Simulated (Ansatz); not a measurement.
The first iterations of a band of CH$_{8}$FNOSi$_{2}$ (14 atoms, charge 0, multiplicity 1).

Theory: RKS r2SCAN/6-31G (Ansatz).

```json
{
  "movable images": "5",
  "climbing image": "yes",
  "spring": "5.0 eV/Å²",
  "optimiser": "quadratic models (default)",
  "start path": "IDPP",
  "force threshold": "0.05 eV/Å",
  "iteration limit": "25",
  "end points": "relaxed"
}
```

Initial state:

```xyz
14
Properties=species:S:1:pos:R:3
N 0.879 -2.073 -0.811
C 0.351 -1.082 -0.017
O 0.896 -1.236 1.280
F -1.177 -1.252 0.210
Si 0.387 0.722 -0.755
Si -1.062 2.001 0.585
H 1.064 -2.968 -0.380
H 0.746 -2.045 -1.807
H 0.313 -0.787 1.926
H 1.803 1.228 -0.738
H -0.081 0.642 -2.184
H -0.773 3.474 0.484
H -2.493 1.754 0.213
H -0.866 1.591 2.022
```

Final state:

```xyz
14
Properties=species:S:1:pos:R:3
N 1.307 -1.938 -0.502
C 0.679 -0.902 0.148
O 1.523 -0.484 1.206
F -0.615 -1.356 0.878
Si -0.038 0.513 -0.987
Si -1.521 1.746 0.360
H 1.862 -2.573 0.056
H 0.947 -2.271 -1.381
H 0.985 -0.010 1.874
H 1.103 1.338 -1.514
H -0.738 -0.144 -2.147
H -0.903 1.907 1.725
H -1.776 3.121 -0.196
H -2.827 1.025 0.511
```

| iteration | highest image above the first end (eV) | largest band force component (eV/Å) |
| --- | --- | --- |
| 1 | 0.200 | 0.901 |
| 2 | 0.107 | 0.284 |

**Question.** Does the band converge within its limit, and where does its top end?

**Answer.** It converged. It ended after 5 iterations with the highest image 0.070 eV above the first end. A vibrational analysis at the climbing image gives one clearly imaginary mode, 114i cm⁻¹: a first-order saddle point. Limits of this set-up: no polarisation functions.

Run time: 4.9 min on 1 thread of Arm Neoverse V1 (shared host), peak memory 0.16 GiB.
